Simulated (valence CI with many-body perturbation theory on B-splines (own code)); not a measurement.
**E1 line list for Te38+**

Level of theory: valence CI with perturbative core correlation (CI+MBPT): four valence electrons over a frozen Dirac-Fock core [Ne], a basis of 11 s, 11 p, 10 d, 8 f, 5 g, 2 h functions for each j, with the one-electron correlation potential Σ1 (screened to all orders), the two-electron term Σ2, the three-electron term Σ3, Breit, model QED; selected single and double excitations, second order for the rest, scaled by the run's own slope (own B-spline code, finite nucleus).

No measured spectrum was set against this ion. As an estimate, large intervals hold to a few tenths of a per cent, small ones and those within an open d or f shell to about a per cent. Among the levels kept, up to 690 cm⁻¹ of a level comes from second order outside the variational space, and about a tenth of that is noise between levels of different J, which matters for small intervals.

Lines 51 to 100 of 562 in falling wavelength, among levels below 603.37 eV, chosen from the strongest by gf and those to the six lowest levels. Wavelengths and rates use the calculated energies. Electric multipoles are in the length gauge, E1 and E2 with the static RPA response of the core. Weak lines are less certain than strong ones. Lines between different terms over intervals too small for the method are left out, as are lines whose strength nearly cancels. Where a level lies close to another of its J and parity, the split of strength between their lines is uncertain. The highest levels of a list are the least certain.

Levels are named by their leading jj configuration (3d3/2^4 stands for four electrons in 3d with j = 3/2), which in mixed levels can hold well under half, so a name can repeat and another be missing. Letters in brackets count levels of one name in rising energy.

| λ vac (nm) | Upper | Lower | A (s⁻¹) | S (a.u.) |
| --- | --- | --- | --- | --- |
| 10.55 | (3s 3p1/2 3p3/2 3d3/2) J=2 [f] | (3s^2 3p3/2 3d3/2) J=3 | 9.13e+09 | 2.65e-02 |
| 10.55 | (3s 3p1/2 3d5/2^2) J=5 | (3s 3p3/2^2 3d5/2) J=4 [a] | 3.87e+09 | 2.47e-02 |
| 10.44 | (3p1/2^2 3p3/2 3d3/2) J=3 | (3s 3p1/2 3p3/2 3d5/2) J=4 [a] | 7.96e+09 | 3.12e-02 |
| 10.37 | (3s 3p1/2 3p3/2 3d3/2) J=2 [b] | (3s^2 3p1/2 3d5/2) J=3 | 1.01e+10 | 2.78e-02 |
| 10.23 | (3p1/2 3p3/2^2 3d5/2) J=4 [a] | (3s 3p3/2^2 3d5/2) J=4 [a] | 9.56e+09 | 4.54e-02 |
| 10.19 | (3p1/2^2 3p3/2 3d5/2) J=2 | (3s 3p1/2 3p3/2 3d5/2) J=1 [a] | 1.19e+10 | 3.12e-02 |
| 10.19 | (3p1/2^2 3p3/2 3d5/2) J=4 | (3s 3p1/2 3p3/2 3d5/2) J=5 | 3.62e+10 | 1.70e-01 |
| 10.19 | (3s 3p1/2 3p3/2^2) J=1 [b] | (3s^2 3p3/2^2) J=2 | 6.48e+09 | 1.01e-02 |
| 10.14 | (3p1/2^2 3p3/2 3d3/2) J=2 | (3s 3p1/2 3p3/2 3d3/2) J=3 [a] | 2.42e+10 | 6.21e-02 |
| 10.13 | (3p1/2^2 3p3/2 3d3/2) J=3 | (3s 3p1/2 3p3/2 3d3/2) J=4 | 3.06e+10 | 1.10e-01 |
| 9.943 | (3p1/2 3p3/2^2 3d5/2) J=5 | (3s 3p3/2^2 3d5/2) J=5 | 1.71e+10 | 9.11e-02 |
| 9.931 | (3p1/2 3p3/2^2 3d5/2) J=4 [b] | (3s 3p3/2^2 3d5/2) J=5 | 1.04e+10 | 4.54e-02 |
| 9.451 | (3p1/2^2 3p3/2 3d3/2) J=1 | (3s 3p1/2 3p3/2 3d3/2) J=2 [b] | 3.32e+10 | 4.15e-02 |
| 9.294 | (3p1/2^2 3p3/2 3d5/2) J=4 | (3s 3p1/2 3p3/2 3d5/2) J=4 [a] | 2.12e+10 | 7.56e-02 |
| 9.281 | (3s^2 3p1/2 3d3/2) J=2 | (3s^2 3p1/2 3p3/2) J=2 | 6.85e+08 | 1.35e-03 |
| 9.260 | (3s 3p1/2 3d3/2 3d5/2) J=3 [d] | (3s 3p1/2 3p3/2 3d5/2) J=2 [c] | 8.54e+09 | 2.34e-02 |
| 9.074 | (3s 3p1/2 3d3/2 3d5/2) J=4 [b] | (3s 3p1/2 3p3/2 3d5/2) J=4 [b] | 1.29e+10 | 4.28e-02 |
| 8.909 | (3s 3p3/2 3d3/2 3d5/2) J=3 [b] | (3s 3p3/2^2 3d5/2) J=3 [a] | 8.76e+09 | 2.14e-02 |
| 8.877 | (3s^2 3p1/2 3d3/2) J=2 | (3s^2 3p1/2 3p3/2) J=1 | 2.65e+07 | 4.57e-05 |
| 8.796 | (3s^2 3p3/2 3d3/2) J=1 | (3s^2 3p3/2^2) J=0 | 4.53e+08 | 4.56e-04 |
| 8.748 | (3s 3p1/2^2 3d3/2) J=1 | (3s 3p1/2^2 3p3/2) J=2 | 1.81e+09 | 1.79e-03 |
| 8.702 | (3s 3p1/2 3p3/2^2) J=2 [a] | (3s^2 3p1/2 3p3/2) J=2 | 2.03e+07 | 3.31e-05 |
| 8.541 | (3s 3p1/2^2 3d3/2) J=2 | (3s 3p1/2^2 3p3/2) J=2 | 5.26e+09 | 8.09e-03 |
| 8.505 | (3s 3p1/2 3d5/2^2) J=3 [a] | (3s 3p1/2 3p3/2 3d5/2) J=2 [b] | 1.25e+10 | 2.66e-02 |
| 8.455 | (3s 3p1/2 3d5/2^2) J=2 [a] | (3s 3p1/2 3p3/2 3d5/2) J=1 [b] | 1.48e+10 | 2.21e-02 |
| 8.389 | (3s 3p1/2 3d3/2 3d5/2) J=4 [c] | (3s 3p1/2 3p3/2 3d5/2) J=3 [b] | 1.16e+10 | 3.03e-02 |
| 8.348 | (3s 3p1/2 3d3/2 3d5/2) J=3 [d] | (3s 3p1/2 3p3/2 3d3/2) J=2 [f] | 1.08e+10 | 2.17e-02 |
| 8.346 | (3s 3p1/2 3p3/2^2) J=2 [a] | (3s^2 3p1/2 3p3/2) J=1 | 4.39e+08 | 6.30e-04 |
| 8.303 | (3p1/2 3p3/2^2 3d5/2) J=4 [a] | (3s 3p1/2 3p3/2 3d5/2) J=3 [c] | 1.27e+10 | 3.23e-02 |
| 8.272 | (3s^2 3p3/2 3d5/2) J=2 | (3s^2 3p3/2^2) J=2 | 2.64e+08 | 3.69e-04 |
| 8.179 | (3s 3p1/2 3p3/2^2) J=3 | (3s^2 3p1/2 3p3/2) J=2 | 1.15e+09 | 2.18e-03 |
| 8.077 | (3s 3p1/2 3d3/2 3d5/2) J=5 | (3s 3p1/2 3p3/2 3d5/2) J=5 | 9.42e+09 | 2.69e-02 |
| 8.055 | (3s 3p1/2 3d5/2^2) J=5 | (3s 3p1/2 3p3/2 3d5/2) J=4 [b] | 2.85e+10 | 8.09e-02 |
| 8.054 | (3p1/2 3p3/2^2 3d5/2) J=4 [b] | (3s 3p1/2 3p3/2 3d5/2) J=3 [d] | 1.19e+10 | 2.76e-02 |
| 8.049 | (3p1/2^2 3p3/2 3d5/2) J=3 | (3s 3p1/2 3p3/2 3d3/2) J=2 [b] | 1.32e+10 | 2.38e-02 |
| 8.046 | (3s^2 3p3/2 3d3/2) J=2 | (3s^2 3p3/2^2) J=2 | 8.16e+08 | 1.05e-03 |
| 8.034 | (3s^2 3p3/2 3d3/2) J=1 | (3s^2 3p3/2^2) J=2 | 5.85e+08 | 4.49e-04 |
| 8.015 | (3s^2 3p3/2 3d3/2) J=3 | (3s^2 3p3/2^2) J=2 | 5.94e+09 | 1.06e-02 |
| 7.999 | (3s 3p3/2^2 3d5/2) J=3 [b] | (3s 3p3/2^3) J=2 | 1.27e+10 | 2.24e-02 |
| 7.888 | (3s 3p3/2^2 3d5/2) J=5 | (3s^2 3p3/2 3d5/2) J=4 | 5.24e+10 | 1.40e-01 |
| 7.879 | (3s 3p1/2 3d3/2 3d5/2) J=3 [d] | (3s 3p1/2 3p3/2 3d5/2) J=3 [b] | 2.65e+10 | 4.47e-02 |
| 7.853 | (3s 3p1/2 3d3/2^2) J=3 | (3s 3p1/2 3p3/2 3d3/2) J=2 [a] | 1.53e+10 | 2.56e-02 |
| 7.818 | (3s^2 3p1/2 3d3/2) J=1 | (3s^2 3p1/2 3p3/2) J=2 | 3.66e+09 | 2.59e-03 |
| 7.816 | (3s 3p1/2 3d3/2 3d5/2) J=4 [c] | (3s 3p1/2 3p3/2 3d5/2) J=3 [a] | 2.16e+10 | 4.58e-02 |
| 7.813 | (3s 3p1/2 3p3/2 3d5/2) J=4 [b] | (3s^2 3p1/2 3d5/2) J=3 | 1.45e+10 | 3.08e-02 |
| 7.797 | (3s 3p3/2 3d3/2 3d5/2) J=4 [c] | (3s 3p3/2^2 3d3/2) J=4 | 1.82e+10 | 3.84e-02 |
| 7.786 | (3s 3p1/2 3d3/2 3d5/2) J=3 [d] | (3s 3p1/2 3p3/2 3d5/2) J=4 [b] | 2.30e+10 | 3.75e-02 |
| 7.766 | (3p1/2 3p3/2^2 3d5/2) J=3 [a] | (3s 3p1/2 3p3/2 3d5/2) J=3 [a] | 1.45e+10 | 2.34e-02 |
| 7.762 | (3s 3p3/2 3d3/2 3d5/2) J=3 [b] | (3s 3p3/2^2 3d3/2) J=4 | 1.57e+10 | 2.54e-02 |
| 7.712 | (3s 3p1/2 3d5/2^2) J=3 [b] | (3s 3p1/2 3p3/2 3d5/2) J=2 [c] | 4.71e+10 | 7.47e-02 |
